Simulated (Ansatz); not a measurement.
An input meant for Si20H27, a nanocrystal with a defect cut from the lattice of silicon (one cap removed) (charge 0, doublet; atoms displaced at random, 0.15 Å in each coordinate).

```yaml
crystal:
  periodic: [false, false, false]
  atoms:
    - {symbol: Si, position_ang: [-3.954158, 1.717533, -0.225047]}
    - {symbol: Si, position_ang: [-1.576998, -3.300416, 3.013315]}
    - {symbol: Si, position_ang: [1.608722, -3.635504, -0.617147]}
    - {symbol: Si, position_ang: [-0.937559, 2.178358, -3.007211]}
    - {symbol: Si, position_ang: [1.783699, -0.882813, -2.959734]}
    - {symbol: Si, position_ang: [-0.902258, -0.815161, -0.272409]}
    - {symbol: Si, position_ang: [-0.940098, 1.850304, 2.436359]}
    - {symbol: Si, position_ang: [1.797408, -0.653561, 3.010755]}
    - {symbol: Si, position_ang: [1.506084, 1.770783, -0.284234]}
    - {symbol: Si, position_ang: [4.380748, -0.553336, -0.135854]}
    - {symbol: Si, position_ang: [-2.336528, -1.671713, 1.289956]}
    - {symbol: Si, position_ang: [-2.217158, 0.791732, -1.567844]}
    - {symbol: Si, position_ang: [-2.587614, 2.999272, 1.167745]}
    - {symbol: Si, position_ang: [0.296655, -2.184869, -1.689330]}
    - {symbol: Si, position_ang: [0.288482, -2.212244, 3.889101]}
    - {symbol: Si, position_ang: [2.638355, -1.992301, 1.060694]}
    - {symbol: Si, position_ang: [0.240251, 0.657280, -4.292562]}
    - {symbol: Si, position_ang: [0.530426, 3.316945, -2.005904]}
    - {symbol: Si, position_ang: [3.223685, 0.366919, -1.830029]}
    - {symbol: Si, position_ang: [0.559199, 0.643762, 0.842837]}
    - {symbol: H, position_ang: [-4.668413, 2.692980, -1.076950]}
    - {symbol: H, position_ang: [-4.353885, 0.789936, 0.325338]}
    - {symbol: H, position_ang: [-2.278798, -4.060017, 3.704387]}
    - {symbol: H, position_ang: [-0.562731, -4.616999, 2.415379]}
    - {symbol: H, position_ang: [3.036392, -4.048535, -1.150957]}
    - {symbol: H, position_ang: [0.872560, -4.759555, 0.431368]}
    - {symbol: H, position_ang: [-2.047471, 2.575480, -3.742107]}
    - {symbol: H, position_ang: [2.701618, -1.515127, -4.065548]}
    - {symbol: H, position_ang: [-1.759991, 1.224570, 3.217335]}
    - {symbol: H, position_ang: [0.004753, 2.319366, 3.422569]}
    - {symbol: H, position_ang: [2.598278, 0.491750, 3.584685]}
    - {symbol: H, position_ang: [2.468044, 2.677105, 0.794933]}
    - {symbol: H, position_ang: [5.199088, -1.654323, -0.794763]}
    - {symbol: H, position_ang: [5.176477, 0.034242, 0.702545]}
    - {symbol: H, position_ang: [-3.457539, -3.098284, 0.213857]}
    - {symbol: H, position_ang: [-3.376495, -1.293689, 1.985120]}
    - {symbol: H, position_ang: [-3.320789, -0.369117, -2.522400]}
    - {symbol: H, position_ang: [-3.205605, 3.763372, 2.538389]}
    - {symbol: H, position_ang: [-1.920465, 4.108444, 0.965449]}
    - {symbol: H, position_ang: [-0.444770, -3.051384, -2.751719]}
    - {symbol: H, position_ang: [0.933054, -2.846773, 4.814420]}
    - {symbol: H, position_ang: [-0.512240, -0.710838, 4.816859]}
    - {symbol: H, position_ang: [-0.604078, 0.041065, -5.276476]}
    - {symbol: H, position_ang: [1.255301, 1.623142, -5.118056]}
    - {symbol: H, position_ang: [1.770323, 4.180909, -2.406009]}
    - {symbol: H, position_ang: [-0.109527, 4.394925, -1.018414]}
    - {symbol: H, position_ang: [3.870589, 1.763968, -2.702432]}
basis:
  gaussian: {orbitals: def2-SVP, final_grid: {core_spheres: 1, valence_spheres: 1, degree: 5}}
magnetization: {spin_polarized: true, initial_magnetization: 1}
hamiltonian: {xc: {name: wB97M-V}}
scf: {omitted_lower_state_checks: [starts]}
output: {forces: true}
```

```sh
$ ansatz run in.yaml --threads 2 --pin off --events-out ev --progress --plain --max-ram 32768MiB --backend cuda --devices 0, --max-vram 18GiB
```

Shortened log:

```
Functional definition: wB97M-V
4734 factors; integrals over basis functions are off by at most 1.3e-3 eV
1927 factors; integrals over basis functions are off by at most 8.1e-6 eV
mean field evaluation 1: about -157911.0163 eV, gradient 1.8e1 eV
mean field evaluation 2: about -157913.5045 eV, gradient 1.2e1 eV
mean field evaluation 4: about -157914.7171 eV, gradient 1.8e0 eV
mean field evaluation 8: about -157772.1510 eV, gradient 5.8e0 eV
mean field evaluation 16: about -157772.6284 eV, gradient 2.1e-2 eV
mean field -157772.62845489 eV, -5798.0371535888 hartree, gradient 5.8e-5 eV, S^2 0.755477; 0 other end points of the search recorded, 0 dependent functions left out
reference -157772.62892931 eV, -5798.0371710232 hartree; 154, 153 occupied and 341, 342 virtual orbitals, 4734 factors
Total energy: -157772.62892931 eV, -5798.0371710232 hartree
Atom 0 force     8.167985    14.134759    -9.615026 eV/Å
Atom 1 force     8.855787     6.222274    -9.235910 eV/Å
Atom 2 force     0.066271     0.403787     2.727856 eV/Å
Atom 3 force     1.686870    -3.526243     1.591230 eV/Å
Atom 4 force     0.030482     0.457541    -0.997934 eV/Å
Atom 5 force    -0.007912     1.337765     0.144050 eV/Å
Atom 6 force     4.029618     3.344782    -6.743158 eV/Å
Atom 7 force    -1.058375    -1.629967    -3.958969 eV/Å
Atom 8 force     6.674528     7.329308    -5.892713 eV/Å
Atom 9 force    -5.595434    -4.605744    -5.925023 eV/Å
Atom 10 force     5.620502    -6.726398    -6.532874 eV/Å
Atom 11 force    -1.124736    -1.848441    -0.310560 eV/Å
Atom 12 force    -3.889225    -4.090235     3.860971 eV/Å
Atom 13 force     0.699520    -1.211784    -0.936632 eV/Å
Atom 14 force    -5.325074     5.704617    -2.487154 eV/Å
Atom 15 force     1.522789     0.615545     0.314326 eV/Å
Atom 16 force     2.141920     1.944240     0.546683 eV/Å
Atom 17 force     0.768274     1.344411     3.366106 eV/Å
Atom 18 force    -0.023406     2.298725     0.992466 eV/Å
Atom 19 force    -6.819006    -6.878522     7.947135 eV/Å
Atom 20 force    -0.075214    -0.804913     0.395258 eV/Å
Atom 21 force    -5.483532   -12.509213     9.283553 eV/Å
Atom 22 force    -5.463735    -6.083670     7.110889 eV/Å
Atom 23 force    -1.597555     1.848642     0.273011 eV/Å
Atom 24 force    -1.584216     0.197687     0.082302 eV/Å
Atom 25 force     1.005042     1.724625    -1.830725 eV/Å
Atom 26 force    -1.785918     1.824705    -1.884974 eV/Å
Atom 27 force    -1.306793     0.306949     1.261390 eV/Å
Atom 28 force    -4.416062    -4.455664     4.768412 eV/Å
Atom 29 force     0.060392     0.826693    -0.184164 eV/Å
Atom 30 force    -0.120174    -0.641377     0.200934 eV/Å
Atom 31 force    -1.256318    -0.882417    -1.682017 eV/Å
Atom 32 force    -0.422310     0.840986     0.648115 eV/Å
Atom 33 force     4.366632     2.566984     4.448106 eV/Å
Atom 34 force     1.429537     1.879843     1.234367 eV/Å
Atom 35 force    -6.139029     3.574916     4.995141 eV/Å
Atom 36 force     1.834077     1.561724     0.908755 eV/Å
Atom 37 force     0.270176    -1.319121    -2.030797 eV/Å
Atom 38 force     3.226204     4.814565    -1.710550 eV/Å
Atom 39 force     0.268312     0.991223     0.951475 eV/Å
Atom 40 force     3.562080    -2.745781     4.177610 eV/Å
Atom 41 force     0.658874    -2.040571    -0.510247 eV/Å
Atom 42 force    -0.356195    -0.370816    -0.265514 eV/Å
Atom 43 force    -1.233039    -1.263995     0.986058 eV/Å
Atom 44 force    -1.360985    -1.048072    -0.354353 eV/Å
Atom 45 force     0.324010    -1.204771    -1.234898 eV/Å
Atom 46 force    -0.825637    -2.209582     1.107995 eV/Å
Dipole moment:    -0.148386    -0.020295    -0.377270 e Å
Checks for a lower state left out: starts
```

In this input the integration grid is far too coarse. The run converged. The result belongs to that input, not to the species as meant.
